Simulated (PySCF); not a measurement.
Species: C3H10NOSi (doublet state).
Atom-mapped SMILES: `[CH3:1][CH:2][Si@H:3]([OH:4])[NH:5][CH3:6]` (hydrogens: H7, H8, H9 on C1; H10 on C2; H11 on Si3; H12 on O4; H13 on N5; H14, H15, H16 on C6)

Cartesian coordinates in Å at the GFN2-xTB level; atoms count from 1:
```xyz
16
C3H10NOSi angstrom
C     -1.7255   -1.8348   -0.5740
C     -0.9925   -0.5539   -0.4932
Si     0.7625   -0.4260    0.0922
O      1.1045   -1.4921    1.2813
N      0.9752    1.1674    0.7241
C      0.8048    2.3632   -0.0630
H     -1.1692   -2.6382   -0.0983
H     -1.9102   -2.1121   -1.6171
H     -2.7094   -1.7517   -0.1031
H     -1.5057    0.2890   -0.9329
H      1.7516   -0.8717   -0.8996
H      0.6292   -1.4451    2.1064
H      1.7324    1.2749    1.3841
H     -0.0423    2.2264   -0.7300
H      1.6838    2.5961   -0.6758
H      0.6032    3.2174    0.5874
```

The hyperfine couplings belong to this conformer and change with its torsions.

Level of theory: PySCF 2.14.0, UKS B3LYP, pcH-1 on C H N O Si, non-relativistic, mean-field spin-orbit, GIAO. Geometry: GFN2-xTB, one conformer, isolated molecule. The geometry wasn't refined by DFT: couplings that depend on bond lengths, twists or pyramidal angles can differ widely from those at the functional's own minimum. No stability test was run, so a lower SCF solution isn't excluded.

The largest Mulliken spin populations are on C2 (+1.00) and C1 (-0.09). C2 is the only atom above +0.15. The angles at C2 add up to 359.5°, so it is planar; its axial dipolar tensor and the negative coupling of its proton fit spin in a p orbital normal to that plane.

**Question.** Find Q in a(H) = Q·ρ(C) for the protons on the planar carbons that carry spin.

**Answer.** 
```
  H   C    ρ(C)  a(H) (G)  a/ρ (G)
H10  C2  +0.998    -19.68    -19.7
```

One proton gives one ratio, Q = -19.7 G, and no test of linearity. In every row coupling and population have opposite signs.

**Question.** List the C–H protons on four-coordinate carbons next to a three-coordinate spin centre, with their couplings and θ (C–H bond against the normal to the plane of the centre's neighbours, projected along the bond that joins the two).

**Answer.** 
```
β H  on  centre  θ (°)  cos²θ   a (G)
 H7  C1      C2     84   0.01   +1.13
 H8  C1      C2     25   0.82  +48.48
 H9  C1      C2     37   0.63  +36.14
```

Fitting the Heller–McConnell form a = ρ(B0 + B2 cos²θ), with Mulliken ρ = 1.00, gives B0 = 0.4 G and B2 = 58.0 G, with a largest miss of 0.7 G. By this fit the coupling would be 58.3 G at θ = 0° and 0.4 G at 90°.

**Question.** What would the freely rotating methyl group on C1 show?

**Answer.** Three equal couplings, a 1:3:3:1 quartet. The mean of the three values of this geometry estimates the splitting: 28.6 G, or 80.1 MHz (three bonds 120° apart have a mean cos²θ of 1/2 at any torsion).

Couplings in gauss use g_iso = 2.0026.
